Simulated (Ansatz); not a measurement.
Start from `[CH3][Ge][NH2]` and change one atom or group to get `[CH3][GeH]`.

Ansatz, PBE0-D4/def2-TZVP geometries, multiplicity 1. Each molecule was computed in one conformer, which needn't be the lowest.

Outer-core shells of Ge are correlated without core-valence functions. Scalar relativity is left out up to krypton. Spin–orbit coupling is left out.

```csv
property,`[CH3][Ge][NH2]`
HOMO energy (ωB97M-V/def2-TZVPP) / eV,-8.36
HOMO energy (PBE/def2-TZVPP) / eV,-5.17
vertical ionisation energy (CCSD(T)/def2-TZVPP) / eV,8.47
HOMO energy (B3LYP/def2-TZVPP) / eV,-6.06
HOMO–LUMO gap (ωB97M-V/def2-TZVPP) / eV,9.00
LUMO energy (ωB97M-V/def2-TZVPP) / eV,0.64
```

Task: What does the change do to each property? (An estimate is asked.)

Result: Computed: 
```csv
property,`[CH3][GeH]`,shift
HOMO energy (ωB97M-V/def2-TZVPP) / eV,-8.50,-0.14
HOMO energy (PBE/def2-TZVPP) / eV,-5.35,-0.18
vertical ionisation energy (CCSD(T)/def2-TZVPP) / eV,8.79,0.32
HOMO energy (B3LYP/def2-TZVPP) / eV,-6.23,-0.17
HOMO–LUMO gap (ωB97M-V/def2-TZVPP) / eV,7.96,-1.04
LUMO energy (ωB97M-V/def2-TZVPP) / eV,-0.54,-1.18
```

With PBE0 the HOMO falls by 0.15 eV and the LUMO falls by 1.22 eV, so the gap narrows by about 1.07 eV. PBE moves the HOMO by -0.18 eV and ωB97M-V by -0.14 eV.

B3LYP here is the variant with VWN-RPA as its local correlation; programs differ in this.
